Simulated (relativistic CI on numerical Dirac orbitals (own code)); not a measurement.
# V2+ in a cubic cluster: 2p photoemission with charge transfer

Computed with a charge-transfer multiplet model of a cubic metal-ligand cluster with up to one ligand hole, Slater and spin-orbit integrals from Dirac-Coulomb-Breit ions, Slater integrals scaled by 0.8. The ground state mixes d3 with configurations of k ligand holes L, whose averages lie at kΔ + k(k − 1)U_dd/2; a core hole lowers each added d electron by U_cd. 20 K, Lorentzian 0.6 eV and Gaussian 0.8 eV FWHM.

Atomic integrals in eV (Slater integrals scaled, ζ unscaled), ground: F2dd 7.134, F4dd 4.434, zeta_d 0.019; with the core hole: F2dd 8.721, F4dd 5.468, zeta_d 0.036, zeta_core 4.610, F2cd 4.876, G1cd 3.590, G3cd 2.038.

Cluster parameters (eV): U_dd = 5, U_cd = 6.3, 10Dq = 1.5, 10Dq(ligand) = 0.7, V(eg) = 2.35, V(t2g) = -1.12, final-state hopping factor = 1.

| Case | n_d | d3 | d4L | S |
| --- | --- | --- | --- | --- |
| Δ = 4.6 eV | 3.29 | 0.71 | 0.29 | 1.50 |
| Δ = 5.6 eV | 3.25 | 0.75 | 0.25 | 1.50 |
| Δ = 7.6 eV | 3.19 | 0.81 | 0.19 | 1.50 |

Weights, n_d and S are thermal averages at 20 K. Binding energies count from the first peak over 30 % of the highest in each spectrum, which can be another peak from case to case. The parameters are a model scan and need not match a compound or its usual spin state. Peaks in eV (height, largest 100):
- Δ = 4.6 eV: 0.0 (100), 4.7 (15), 8.4 (50), 10.6 (17), 18.6 (5)
- Δ = 5.6 eV: 0.0 (100), 4.8 (14), 8.2 (49), 10.6 (16)
- Δ = 7.6 eV: 0.0 (100), 4.9 (13), 7.9 (50), 10.7 (14)

Curve for Δ = 4.6 eV (points under 2 left out, the grid thinned):

E (eV), Intensity and a bar:
```
     -3.4        2.1 
     -2.9        2.8 
     -2.5        3.7 #
     -2.0        5.9 #
     -1.5       11.1 ###
     -1.1       23.7 #######
     -0.6       65.4 ###################
     -0.1       99.6 ##############################
      0.3       95.9 #############################
      0.8       87.1 ##########################
      1.3       60.5 ##################
      1.7       35.9 ##########
      2.2       21.1 ######
      2.7       17.7 #####
      3.1       15.3 ####
      3.6       13.5 ####
      4.1       13.6 ####
      4.5       14.8 ####
      5.0       14.6 ####
      5.5       13.4 ###
      5.9       13.8 ####
      6.4       16.8 #####
      6.8       21.8 ######
      7.3       31.5 #########
      7.8       42.6 ############
      8.2       49.2 ##############
      8.7       44.7 #############
      9.2       26.0 #######
      9.6       16.9 #####
     10.1       15.4 ####
     10.6       16.8 #####
     11.0       15.9 ####
     11.5       12.7 ###
     12.0        9.2 ##
     12.4        7.2 ##
     12.9        5.3 #
     13.4        3.9 #
     13.8        3.2 
     14.3        2.7 
     14.8        2.3 
     17.7        2.5 
     18.2        4.3 #
     18.7        5.0 #
     19.1        3.9 #
     19.6        2.1
```

For the case Δ = 4.6 eV, Δ = 4.6 eV is smaller than U_dd = 5 eV, the charge-transfer side of the Zaanen-Sawatzky-Allen scheme. With the core hole the configuration with one ligand hole lies at Δ − U_cd = -1.7, -0.7, 1.3 eV from the one without, in the order of the table; where this is negative the screened configuration lies lower, though the effective hopping of about 4.9 eV (from the holes of the mixed ground state) mixes the two strongly wherever it is as large as the gap.

With at most 1 ligand hole the space is cut while the next configuration still counts, so covalency is underestimated, and a final configuration with one more ligand hole, which can lie low, is missing from the spectra.
